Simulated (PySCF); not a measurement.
## Er(SH)3: from a saddle point downhill

PySCF 2.14.0, RKS PBE0, Er lcecp-1-SVP with ECP57, S def2-SVP, H def2-SVP; non-relativistic Hamiltonian with scalar-relativistic core potentials where named; density fitting; no spin-orbit coupling. Relaxed within the symmetry of its start, the geometry (C3v) is

```xyz
7

Er    0.0000    0.0000   -0.2946
S     2.4446    0.0000    0.4537
H     2.1510    0.0000    1.7742
S    -1.2223    2.1170    0.4537
H    -1.0755    1.8628    1.7742
S    -1.2223   -2.1171    0.4537
H    -1.0755   -1.8629    1.7742
```

and its lowest harmonic modes are -280, -207, -207, 62, 88, 88 cm⁻¹ (negative: unstable). It was moved along the lowest mode and relaxed again, within the group C3 that the move left.

(1) Where does it end, and how much lower?

(2) How do the contacts change?

(3) Is the end a minimum?

An lcecp potential fixes the number of 4f electrons, so in runs with it no electron can move into or out of that shell.

State: singlet in the valence, with the 4f electrons in the core potential.

## Answers

(1) In C3, nearly planar, 0.429 eV lower, after 23 steps:
```xyz
7

Er    0.0000    0.0000    0.8576
S     2.5169   -0.4236    0.9006
H     2.8352    0.8928    0.9433
S    -0.8916    2.3915    0.9006
H    -2.1908    2.0089    0.9433
S    -1.6253   -1.9679    0.9006
H    -0.6444   -2.9018    0.9433
```

(2) 
```
    contact  saddle (Å)  end (Å)
Er1–S2 (SH)       2.557    2.553
Er1–S4 (SH)       2.557    2.553
Er1–S6 (SH)       2.557    2.553
```


(3) Yes, as far as the noise of the softest modes lets one tell (those above −25 cm⁻¹ count as noise); lowest modes 28, 60, 60, 164, 196, 196 cm⁻¹.
